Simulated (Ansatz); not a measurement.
System: CH6NSi (charge 0, doublet). It need not be the lowest isomer of its formula. SMILES: [NH][SiH2]C
Coordinates optimised at B3LYP-D3(BJ)/def2-TZVP (Ansatz, a first-principles code):
```
Si
N 1 1.7564
H 2 1.0231 1 113.09
H 1 1.4898 2 108.81 3 58.66
H 1 1.4898 4 107.91 2 117.90
C 1 1.8632 4 110.76 5 121.39
H 6 1.0916 1 110.64 4 60.31
H 6 1.0916 7 108.03 1 -121.24
H 6 1.0921 7 108.22 8 -116.96
```
Charge 0, spin multiplicity 2.

Computed values are from Ansatz. Valence correlation only, unless marked. UHF or UKS for open shells. Spin-orbit coupling is left out. No relativistic terms. Basis-set limits of correlation are two-point, X^-3; Hartree-Fock from the larger set.

```yaml
atomisation energy De: 706.1 kcal/mol at CCSD(T)/CBS(aug-cc-pV(T+d)Z,aug-cc-pV(Q+d)Z)
total_energy: -385.3837 Eh at CCSD(T)/CBS(aug-cc-pV(T+d)Z,aug-cc-pV(Q+d)Z)
dipole_moment: 0.94 D at CCSD(T)/aug-cc-pV(D+d)Z
T1 diagnostic: 0.014 at CCSD/aug-cc-pV(Q+d)Z
```
